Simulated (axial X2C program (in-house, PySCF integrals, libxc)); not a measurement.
Worked dissociation energy of CoSi: CCSD, without spin–orbit coupling

All values were computed with an in-house relativistic program for diatomic molecules. Spin-free means the one-electron spin-free X2C Hamiltonian. Basis: Co dyall-cv3z [9s10p6d3f2g], Si dyall-v3z [8s7p2d1f] (cores contracted in-house); Gaussian nuclei, density fitting, unrestricted open shells. Masses: Co 58.933 u, Si 27.977 u.

Molecular state: M_S = 1/2, Λ = 3 (beyond evenly filled blocks: σα, π+β, δ+α, δ+β, δ-α).

Correlated methods: 13 electrons correlated (number of frozen shells: Co 3 s, 2 p; Si 2 s, 1 p), 221 virtual spin orbitals or spinors in MP2, 90 natural virtuals in coupled cluster.

* E(Co) (2M_S = 3, M_L = 2): -1392.170723 hartree
* E(Si) (2M_S = 2, M_L = 0): -289.538076 hartree
* E(CoSi) at Re: -1681.742453 hartree
* ωe: 279.4 cm⁻¹

Q: Work out De and D0.

A: De = -1392.170723 + (-289.538076) − (-1681.742453) = 0.03365 hartree = 0.916 eV. The zero-point energy is ωe/2 = 140 cm⁻¹ = 0.017 eV, so D0 = 0.898 eV.

Occupations by symmetry block were frozen at the best pattern of an incomplete PBE0 search. De is counted from the lowest determinant-based energies of the atoms at the same level, without counterpoise correction. CCSD ran in a truncated set of natural virtual spinors with an MP2 remainder; without triples it tends to underbind. Other states lie close and PBE0, whose exact exchange favours high spin, may order them wrongly; the determinant shown need not be the ground state. The nearest other spin-free determinant of the search, M_S = 3/2, Λ = 3, lies 0.05 eV up at the distance of the search. With several unpaired electrons one determinant need not be a pure state. The determinant is spin-polarised beyond a pure state at some levels (its spin-free form has ⟨S²⟩ too high), which makes Re and μ there less reliable. The T1 diagnostic is large, a sign of multireference character.

Each atomic determinant is the lowest at this level and need not be a pure term. Totals compare only within one Hamiltonian and basis.
